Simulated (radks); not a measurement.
Spherical jellium clusters: N electrons in a uniform positive sphere of charge N and radius rs N^(1/3), rs = 3.44 bohr. Calculated with a radial shooting solver with Libxc functionals: non-relativistic Kohn-Sham, LDA (Slater exchange, Perdew-Wang correlation), spin-polarised, spherical densities. Levels are named by radial order and angular momentum (1s, 1p, 1d, 2s, ...), and open shells are averaged over m. Each electron was tried in the lowest free levels, single moves between levels near the top were tried too, and the lowest total energy was kept; such a search can miss a lower state. Energies include the self-energy of the background; IP and EA are vertical (highest electron removed, lowest free level filled), at fixed background; spill-out counts the electrons outside the background radius R, and alpha is the static dipole polarisability from linear response (closed shells only). A dash means not computed or, for alpha, an open shell; in EA it means that no bound solution was reached, which is typical of self-interaction and does not show that the anion is unstable. Real open-shell clusters deform, which this model forbids.

\begin{tabular}{lrrrrrrrr}
N & open shells & 2S & E/N (eV) & E(N+1) + E(N-1) - 2E(N) (eV) & IP (eV) & EA (eV) & -e(HOMO) (eV) & spill-out (e) \\ \hline
1 & 1s(up 1, down 0) & 1 & -1.069 & - & - & - & 3.297 & 0.44 \\
2 & none & 0 & -1.618 & 1.400 & 5.913 & - & 3.590 & 0.62 \\
3 & 1p(up 1, down 0) & 1 & -1.335 & -0.748 & 4.076 & - & 2.240 & 0.95 \\
4 & 1p(up 2, down 0) & 2 & -1.380 & -0.563 & 4.757 & - & 2.869 & 1.15 \\
5 & 1p(up 3, down 0) & 3 & -1.520 & 0.321 & 5.150 & - & 3.284 & 1.29 \\
6 & 1p(up 3, down 1) & 2 & -1.559 & -0.455 & 4.673 & - & 2.990 & 1.45 \\
7 & 1p(up 3, down 2) & 1 & -1.653 & -0.335 & 5.035 & 1.771 & 3.352 & 1.57 \\
8 & none & 0 & -1.765 & 1.558 & 5.276 & - & 3.613 & 1.68 \\
9 & 1d(up 1, down 0) & 1 & -1.679 & -0.322 & 3.632 & - & 2.152 & 1.88 \\
10 & 1d(up 2, down 0) & 2 & -1.642 & -0.282 & 3.947 & - & 2.474 & 2.04 \\
11 & 1d(up 3, down 0) & 3 & -1.638 & -0.245 & 4.197 & - & 2.734 & 2.17 \\
12 & 1d(up 4, down 0) & 4 & -1.655 & -0.213 & 4.398 & 1.569 & 2.951 & 2.29 \\
13 & 1d(up 5, down 0) & 5 & -1.686 & 0.384 & 4.564 & - & 3.133 & 2.39 \\
14 & 1d(up 5, down 1) & 4 & -1.684 & -0.223 & 4.132 & 1.467 & 2.773 & 2.50 \\
15 & 1d(up 5, down 2) & 3 & -1.698 & -0.193 & 4.327 & 1.675 & 2.976 & 2.61 \\
16 & 1d(up 5, down 3) & 2 & -1.722 & -0.168 & 4.488 & 1.854 & 3.148 & 2.71 \\
17 & 1d(up 5, down 4) & 1 & -1.754 & -0.148 & 4.624 & 2.011 & 3.296 & 2.79 \\
18 & none & 0 & -1.790 & 0.242 & 4.739 & 1.828 & 3.424 & 2.88 \\
19 & 2s(up 1, down 0) & 1 & -1.809 & 0.211 & 4.465 & 1.699 & 3.185 & 3.06 \\
20 & none & 0 & -1.816 & 0.666 & 4.261 & - & 3.027 & 3.28 \\
21 & 1f(up 1, down 0) & 1 & -1.791 & -0.157 & 3.621 & 1.225 & 2.405 & 3.38 \\
22 & 1f(up 2, down 0) & 2 & -1.775 & -0.144 & 3.760 & 1.378 & 2.552 & 3.48 \\
23 & 1f(up 3, down 0) & 3 & -1.766 & - & 3.884 & 1.517 & 2.684 & 3.57 \\
\end{tabular}

All shells are closed at N = 2, 8, 18, 20 (there: 1s2 1p6 1d10 2s2); the second difference of the energy has clear peaks (12 % above both neighbours; the first and last values, which can be the largest, are not judged, and half-filled shells can peak too) at N = 5, 8, 13, 18, 20.
